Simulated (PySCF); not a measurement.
Ligand exchange on a metal centre used in film growth or etching (Hf NH2-H). Gas-phase values, no solvent. One relaxed conformer stands for each flexible species; it need not be the lowest.

Computed with PySCF with PBE-D3(BJ)/def2-TZVP // r2SCAN-D4/def2-SVP. 

```
species                                    LUMO (eV)  HOMO–LUMO gap (eV)
-----------------------------------------  ---------  ------------------
1 of 4 NH2 replaced by H ([Hf(NH2)3(H)])         [?]                4.97
2 of 4 NH2 replaced by H ([Hf(NH2)2(H)2])      -1.72                4.38
3 of 4 NH2 replaced by H ([Hf(NH2)(H)3])       -2.49                4.02
4 of 4 NH2 replaced by H ([Hf(H)4])            -3.07                 [?]
```

Question: What belongs in the gaps?

Answer: 
- 1 of 4 NH2 replaced by H ([Hf(NH2)3(H)]), LUMO (eV): -0.77
- 4 of 4 NH2 replaced by H ([Hf(H)4]), HOMO–LUMO gap (eV): 4.05
